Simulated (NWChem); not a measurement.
System: HSeOI; SMILES O[Se]I

The following NWChem deck was run.

```
start job
memory heap 200 mb stack 900 mb global 1100 mb
geometry units angstroms
  Se     0.368547     1.314630    -0.010000
  I     -0.017435    -1.194968     0.000549
  O     -1.294930     1.962723     0.086964
  H     -1.641782     1.997041    -0.815933
end
basis spherical
  * library def2-svp
end
ecp
  I library def2-ecp
end
dft
  xc xpbe96 cpbe96
  iterations 150
end
driver
  maxiter 120
end
task dft optimize
dft
  grid fine
  convergence energy 1d-8 density 1d-7
end
task dft freq numerical
```

This build's default masses of Se (78.918 u) and Br (79.917 u) are each other's, which moves their modes by up to 0.6 %. def2 effective core potentials on I; no spin-orbit coupling.

The level has its own optimisation; frequencies are unscaled.

Predict the main results of this run. (PBE/def2-SVP with def2 effective core potentials on I.) Quantities: r I–Se (Å); r O–Se (Å); r H–O (Å); highest harmonic frequency (cm⁻¹); lowest (cm⁻¹); zero-point energy (kcal/mol).


- r I–Se (Å) = 2.576
- r O–Se (Å) = 1.817
- r H–O (Å) = 0.981
- highest harmonic frequency (cm⁻¹) = 3643
- lowest (cm⁻¹) = 153
- zero-point energy (kcal/mol) = 8.9
